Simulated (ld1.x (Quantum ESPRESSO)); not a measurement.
## Logarithmic derivatives: Ru (Z = 44), ultrasoft

ld1.x (Quantum ESPRESSO) 7.5 input, shortened:

```
&input
   title='Ru', zed=44., rel=1, dft='PBE', iswitch=3,
   config='[Kr] 4d7 5s1 5p0'
 /
 &inputp
   pseudotype=3, tm=.true., lloc=-2, rcloc=4.10,
   nlcc=.true., new_core_ps=.true., rcore=1.20
 /
6
5S  1  0   1.00   0.00  2.15  2.80  0.0
5S  1  0   0.00   0.25  2.15  2.80  0.0
5P  2  1   0.00   0.00  3.85  4.30  0.0
5P  2  1   0.00   0.45  3.85  4.30  0.0
4D  3  2   7.00   0.00  1.25  1.40  0.0
4D  3  2   0.00   0.10  1.25  1.40  0.0
 &test
   configts(1)='4d7 5s1 5p0'
 /
```

The phase is arctan(r·u′/u) with u = r·R(r), unwrapped; energies in Ry, scanned from -2 to 5 Ry. A pole is an energy at which the radial function vanishes at the test radius. The pseudo phase is shifted by a multiple of π to meet the all-electron one at the reference energy, and phase errors are pseudo minus all-electron; the curves can meet again beyond the range given. Levels narrower than the energy grid can be missing from the lists of poles.

Q: For each channel, where are the poles, and over which energies does the pseudopotential scatter like the atom?

A:

```csv
channel,radius (bohr),reference energy (Ry),"poles, all-electron","poles, pseudo",unbroken range about the reference energy with phases within 0.05 rad,phase error 1 Ry above the reference energy (rad)
s,4.64,-0.31,"-0.11, 2.12","-0.11, 2.13, 4.82",below 3.4,+0.001
p,4.64,-0.07,"0.38, 2.74","0.38, 2.20",below 1.0,-0.025
d,4.64,-0.38,"-0.36, 1.31, 3.94","-0.36, 1.32, 4.27",below 2.1,+0.003
```

Phases in the d channel:

```
E (Ry)  all-electron  pseudo
 -2.00         1.421   1.421
 -1.76         1.411   1.411
 -1.52         1.400   1.400
 -1.28         1.385   1.385
 -1.04         1.365   1.365
 -0.80         1.336   1.336
 -0.56         1.274   1.274
 -0.32        -1.746  -1.746
 -0.08        -1.915  -1.915
  0.16        -2.114  -2.114
  0.40        -2.815  -2.814
  0.64        -4.138  -4.135
  0.88        -4.513  -4.511
  1.12        -4.649  -4.646
  1.36        -4.728  -4.723
  1.60        -4.792  -4.785
  1.84        -4.866  -4.851
  2.08        -4.988  -4.948
  2.32        -5.351  -5.170
  2.56        -6.910  -6.153
  2.80        -7.535  -7.355
  3.04        -7.689  -7.616
  3.28        -7.759  -7.714
  3.52        -7.802  -7.767
  3.76        -7.834  -7.803
  4.00        -7.860  -7.830
  4.24        -7.885  -7.852
  4.48        -7.912  -7.872
  4.72        -7.944  -7.892
  4.96        -7.989  -7.914
```
